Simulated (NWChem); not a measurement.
## Basis-set dependence for CH₃BO

SMILES: B.[O+]#[C-]
```xyz
6

B      1.2813     0.3800     0.0000
H      1.7441    -0.0986     1.0226
H      1.7441    -0.0986    -1.0226
H      1.2403     1.5995     0.0000
O     -1.2605    -0.3738     0.0000
C     -0.1752    -0.0520     0.0000
```
Charge 0, spin multiplicity 1.

Program: NWChem. All single points use one geometry, from PBE0/def2-SVP, a minimum by its harmonic frequencies.

Hartree-Fock energies in Ha, correlation energies in mHa.

The correlated methods keep 3 core orbitals frozen. The structure started from a generated list of species. Coupled-cluster values serve here as a point of comparison, not as the truth.

| basis | functions | RHF | MP2 | SCS-MP2 | CCSD | CCSD+T(CCSD) | CCSD(T) | CR-CCSD[T] | CR-CCSD(T) | RI-MP2 |
|---|---|---|---|---|---|---|---|---|---|---|
| STO-3G | 18 | -137.32244 | -180.6 | -182.4 | -199.8 | -210.2 | -207.5 | -207.9 | -205.9 | not run |
| cc-pVDZ | 57 | -139.15094 | -407.7 | -402.3 | -431.1 | -448.6 | -446.8 | -444.6 | -443.2 | -407.8 |
| cc-pVTZ | 132 | -139.19093 | -500.4 | -498.2 | not run | not run | not run | not run | not run | -500.4 |

From cc-pVDZ to cc-pVTZ the Hartree-Fock energy moves by -40.0 mHa and the MP2 correlation energy by -92.7 mHa, which is 19 % of its value in the larger set.
